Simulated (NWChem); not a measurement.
The numbers come from NWChem runs, not from measurements. System: AgCl, charge 0, spin multiplicity 1, at a geometry optimised with PBE0/def2-SVP with def2 effective core potentials on Ag. The structure started from a generated list of species. Level: B3LYP/def2-TZVP with def2 effective core potentials on Ag, VWN1-RPA local correlation.

The NWChem input:

```
start mol
memory heap 200 mb stack 900 mb global 1100 mb
geometry units angstroms nocenter noautoz
  Ag     0.000000     0.000000    -0.611222
  Cl     0.000000     0.000000     1.689850
  symmetry group C2v
end
basis spherical
  * library def2-tzvp
end
ecp
  Ag library def2-ecp
end
dft
  xc b3lyp
  semidirect memsize 60000000 filesize 0
  iterations 100
end
task dft energy
```

NWChem printed:

```
             Northwest Computational Chemistry Package (NWChem) 7.3.0
             --------------------------------------------------------

                                NWChem Input Module
                                -------------------

 Scaling coordinates for geometry "geometry" by  1.889725989
 (inverse scale =  0.529177249)

 Turning off AUTOSYM since
 SYMMETRY directive was detected!

                             Geometry "geometry" -> ""
                             -------------------------

 Output coordinates in angstroms (scale by  1.889725989 to convert to a.u.)

  No.       Tag          Charge          X              Y              Z
 ---- ---------------- ---------- -------------- -------------- --------------
    1 Ag                  47.0000     0.00000000     0.00000000    -0.61122200
    2 Cl                  17.0000     0.00000000     0.00000000     1.68985000

 Effective nuclear repulsion energy (a.u.)     183.7459331784

            Nuclear Dipole moment (a.u.)
            ----------------------------
        X                 Y               Z
 ---------------- ---------------- ----------------
     0.0000000000     0.0000000000     0.0000302356

      Symmetry information
      --------------------

 Group name             C2v
 Group number             16
 Group order               4
 No. of unique centers     2

      Symmetry unique atoms

     1    2


 Summary of "ao basis" -> "" (spherical)
 ------------------------------------------------------------------------------
       Tag                 Description            Shells   Functions and Types
 ---------------- ------------------------------  ------  ---------------------
 *                         def2-tzvp                  on all atoms

                                 NWChem DFT Module
                                 -----------------

 Summary of "ao basis" -> "ao basis" (spherical)
 ------------------------------------------------------------------------------
       Tag                 Description            Shells   Functions and Types
 ---------------- ------------------------------  ------  ---------------------
 Ag                        def2-tzvp                14       40   6s4p3d1f
 Cl                        def2-tzvp                13       37   5s5p2d1f

 Summary of "ao basis" -> "ao basis" (spherical)
 ------------------------------------------------------------------------------
       Tag                 Description            Shells   Functions and Types
 ---------------- ------------------------------  ------  ---------------------
 Ag                        def2-tzvp                14       40   6s4p3d1f
 Cl                        def2-tzvp                13       37   5s5p2d1f

      Symmetry analysis of basis
      --------------------------

        a1         34
        a2          7
        b1         18
        b2         18

            General Information
            -------------------
          SCF calculation type: DFT
          Wavefunction type:  closed shell.
          No. of atoms     :     2
          No. of electrons :    36
           Alpha electrons :    18
            Beta electrons :    18
          Charge           :     0
          Spin multiplicity:     1
          Use of symmetry is: on ; symmetry adaption is: on
          Maximum number of iterations: 100
          AO basis - number of functions:    77
                     number of shells:    27
          Convergence on energy requested:  1.00D-06
          Convergence on density requested:  1.00D-05
[...]
 d= 0,ls=0.0,diis     7   -607.3027814332 -8.29D-07  1.07D-05  8.33D-07     1.2

 !! scf_movecs_sym_adapt:    8 vectors were symmetry contaminated

  Symmetry fudging

 !! scf_movecs_sym_adapt:    6 vectors were symmetry contaminated

 d= 0,ls=0.0,diis     8   -607.3027814617 -2.85D-08  4.41D-06  6.91D-07     1.2

         Total DFT energy =     -607.302781461673
      One electron energy =    -1045.497007178254
           Coulomb energy =      406.411195509603
    Exchange-Corr. energy =      -42.497240652387
 Nuclear repulsion energy =       74.280270859366

 Numeric. integr. density =       36.000000172530

     Total iterative time =      0.9s

                  Occupations of the irreducible representations
                  ----------------------------------------------

                     irrep           alpha         beta
                     --------     --------     --------
                     a1                9.0          9.0
                     a2                1.0          1.0
                     b1                4.0          4.0
                     b2                4.0          4.0

                       DFT Final Molecular Orbital Analysis
                       ------------------------------------

 Vector   16  Occ=2.000000D+00  E=-2.893287D-01  Symmetry=a1
              MO Center= -1.0D-15,  3.9D-16,  6.9D-01, r^2= 2.6D+00
   Bfn.  Coefficient  Atom+Function         Bfn.  Coefficient  Atom+Function
  ----- ------------  ---------------      ----- ------------  ---------------
    57     -0.391529  2 Cl pz                 5      0.378487  1 Ag s
    21     -0.332338  1 Ag d  0              60     -0.274156  2 Cl pz
     3     -0.243758  1 Ag s                 26     -0.182875  1 Ag d  0
    54     -0.183015  2 Cl pz                48      0.152444  2 Cl pz
     2      0.129768  1 Ag s                 31     -0.110692  1 Ag d  0

 Vector   17  Occ=2.000000D+00  E=-2.695275D-01  Symmetry=b1
              MO Center=  1.1D-15,  6.4D-18,  1.5D+00, r^2= 1.7D+00
   Bfn.  Coefficient  Atom+Function         Bfn.  Coefficient  Atom+Function
  ----- ------------  ---------------      ----- ------------  ---------------
    55      0.499067  2 Cl px                58      0.372316  2 Cl px
    52      0.250203  2 Cl px                22      0.201940  1 Ag d  1
    46     -0.199920  2 Cl px                27      0.111361  1 Ag d  1
    49     -0.092327  2 Cl px                13      0.058782  1 Ag px
    32      0.048513  1 Ag d  1               7     -0.047652  1 Ag px

 Vector   18  Occ=2.000000D+00  E=-2.695275D-01  Symmetry=b2
              MO Center= -5.9D-19, -4.8D-16,  1.5D+00, r^2= 1.7D+00
   Bfn.  Coefficient  Atom+Function         Bfn.  Coefficient  Atom+Function
  ----- ------------  ---------------      ----- ------------  ---------------
    56      0.499067  2 Cl py                59      0.372316  2 Cl py
    53      0.250203  2 Cl py                20     -0.201940  1 Ag d -1
    47     -0.199920  2 Cl py                25     -0.111361  1 Ag d -1
    50     -0.092327  2 Cl py                14      0.058782  1 Ag py
    30     -0.048513  1 Ag d -1               8     -0.047652  1 Ag py

 Vector   19  Occ=0.000000D+00  E=-1.329024D-01  Symmetry=a1
              MO Center=  2.4D-15,  2.3D-15, -1.1D+00, r^2= 3.9D+00
   Bfn.  Coefficient  Atom+Function         Bfn.  Coefficient  Atom+Function
  ----- ------------  ---------------      ----- ------------  ---------------
     5      0.647318  1 Ag s                  6      0.411602  1 Ag s
     3     -0.302604  1 Ag s                 60      0.223103  2 Cl pz
    57      0.210344  2 Cl pz                15     -0.202718  1 Ag pz
    18     -0.172541  1 Ag pz                 2      0.167353  1 Ag s
     4     -0.162789  1 Ag s                  9      0.136769  1 Ag pz

 Vector   20  Occ=0.000000D+00  E=-1.210271D-02  Symmetry=b2
              MO Center= -1.5D-19, -2.7D-15, -7.1D-01, r^2= 6.8D+00
   Bfn.  Coefficient  Atom+Function         Bfn.  Coefficient  Atom+Function
  ----- ------------  ---------------      ----- ------------  ---------------
    17      0.806366  1 Ag py                14      0.320081  1 Ag py
    59     -0.205952  2 Cl py                 8     -0.178535  1 Ag py
    56     -0.095862  2 Cl py                53     -0.072958  2 Cl py
    47      0.047044  2 Cl py                20      0.045645  1 Ag d -1
    25      0.033004  1 Ag d -1              30     -0.031403  1 Ag d -1

 Vector   21  Occ=0.000000D+00  E=-1.210271D-02  Symmetry=b1
              MO Center= -2.8D-15, -2.8D-18, -7.1D-01, r^2= 6.8D+00
   Bfn.  Coefficient  Atom+Function         Bfn.  Coefficient  Atom+Function
  ----- ------------  ---------------      ----- ------------  ---------------
    16      0.806366  1 Ag px                13      0.320081  1 Ag px
    58     -0.205952  2 Cl px                 7     -0.178535  1 Ag px
    55     -0.095862  2 Cl px                52     -0.072958  2 Cl px
    46      0.047044  2 Cl px                22     -0.045645  1 Ag d  1
    27     -0.033004  1 Ag d  1              32      0.031403  1 Ag d  1

 center of mass
 --------------
 x =   0.00000000 y =   0.00000000 z =  -0.08325688

 moments of inertia (a.u.)
 ------------------
         498.236099677014           0.000000000000           0.000000000000
           0.000000000000         498.236099677014           0.000000000000
           0.000000000000           0.000000000000           0.000000000000

     Multipole analysis of the density
     ---------------------------------

     L   x y z        total         alpha         beta         nuclear
     -   - - -        -----         -----         ----         -------
     0   0 0 0     -0.000000    -18.000000    -18.000000     36.000000

     1   1 0 0     -0.000000     -0.000000     -0.000000      0.000000
     1   0 1 0     -0.000000     -0.000000     -0.000000      0.000000
     1   0 0 1     -2.130445    -17.235827    -17.235827     32.341209

     2   2 0 0    -23.669710    -11.834855    -11.834855      0.000000
     2   1 1 0     -0.000000     -0.000000     -0.000000      0.000000
     2   1 0 1     -0.000000     -0.000000     -0.000000      0.000000
     2   0 2 0    -23.669710    -11.834855    -11.834855      0.000000
     2   0 1 1     -0.000000     -0.000000     -0.000000      0.000000
     2   0 0 2    -24.348764   -111.527347   -111.527347    198.705930

 Task  times  cpu:        1.2s     wall:        1.2s

 Total times  cpu:        1.2s     wall:        1.2s
```
